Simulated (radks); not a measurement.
Question: The mean radii <r> (bohr) of the occupied orbitals of an atom or ion are listed with their occupations. Method: scalar-relativistic Kohn-Sham, LDA (Slater exchange, Perdew-Wang correlation), spin-polarised, spherical densities, finite nucleus; Fermi nuclear charge, rms radius of each element as measured or else 0.836 A^(1/3) + 0.57 fm; computed with a radial shooting solver on a logarithmic mesh with Libxc functionals.

orbital  occ.     <r>
1s          2  0.3285

Name the element and its charge. Open shells, if any, are filled with parallel spins first.

Answer: Z = 5, boron, charge +3: B3+ in [He]. The 1s radius gives Z: for a bare nucleus <r> = (2 gamma + 1)/(2Z) with gamma = sqrt(1 - (Z/c)^2), 0.2999 bohr for Z = 5, and screening makes it slightly larger (0.3285 here). The occupations add up to 2, and the charge is Z minus that.
